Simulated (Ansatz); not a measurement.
`[CH3][AlH][SiH2][SeH]` + `C=CC` → `C=[C](C)[AlH][CH3]` + `[SiH3][SeH]`  (formal exchange of groups at the Al–Si bond)

Computed with Ansatz on PBE0-D4/def2-TZVP structures; ΔE is electronic, products minus reactants. CCSD(T)/CBS adds triple-zeta CCSD(T) − MP2 to the extrapolated MP2 energy (def2 sets, frozen cores). Functionals use def2-TZVPP. For Se outer-core shells are correlated without core-valence functions, which leaves a few kJ/mol of doubt a bond. Scalar relativity is left out up to krypton. One conformer a species, not always the lowest.

`[CH3][AlH][SiH2][SeH]`:

Z-matrix (Å, degrees):
```
C
Al 1 1.951
H 1 1.096 2 109.8
H 1 1.095 2 110.7 3 -117.1
H 1 1.092 2 113.7 3 120.8
Si 2 2.461 1 121.4 3 -114.4
H 2 1.591 1 120.2 3 65.1
Se 6 2.293 2 106.7 1 179.2
H 6 1.493 2 112.5 1 -60.6
H 6 1.493 2 112.5 1 59.0
H 8 1.470 6 95.1 2 -180.0
```

`C=CC`:

```xyz
9

C     1.337   -0.306    0.197
C     0.269    0.468    0.067
C    -1.118   -0.019   -0.179
H     1.263   -1.387    0.129
H     2.321    0.110    0.376
H     0.393    1.547    0.142
H    -1.794    0.302    0.620
H    -1.518    0.392   -1.111
H    -1.153   -1.108   -0.241
```

`C=[C](C)[AlH][CH3]`:

```xyz
14

C    -1.275   -0.149   -1.800
C    -0.663    0.170   -0.654
C    -1.114    1.355    0.149
Al    0.812   -1.001   -0.142
C     1.822   -0.704    1.503
H    -2.114    0.429   -2.194
H    -0.968   -1.003   -2.398
H    -1.419    1.058    1.157
H    -0.302    2.078    0.281
H    -1.956    1.875   -0.319
H     1.130   -2.206   -1.133
H     2.701   -1.347    1.590
H     1.191   -0.891    2.379
H     2.156    0.336    1.583
```

`[SiH3][SeH]`:

```xyz
6

Si    0.111    0.562   -0.061
Se    0.568   -1.623    0.401
H    -0.323    0.740   -1.469
H     1.390    1.275    0.169
H    -0.939    1.098    0.841
H    -0.808   -2.052    0.118
```

(1) Is it downhill or uphill in electronic energy at CCSD(T)/CBS, and by how much? (An estimate is asked.)

(2) What do these levels give: PBE0-D4, ωB97M-V, B2PLYP, CCSD(T)/def2-TZVPP, MP2/def2-QZVPP, SCS-MP2/def2-QZVPP? (An estimate is asked.)

Largest T1 diagnostic among the species: 0.010.

Answers

(1) Computed: Uphill: ΔE = +5.7 kJ/mol.

(2) Computed: PBE0-D4 14.9, ωB97M-V -0.7, B2PLYP 3.3, CCSD(T)/def2-TZVPP 4.9, MP2/def2-QZVPP -2.7, SCS-MP2/def2-QZVPP -1.8 kJ/mol.
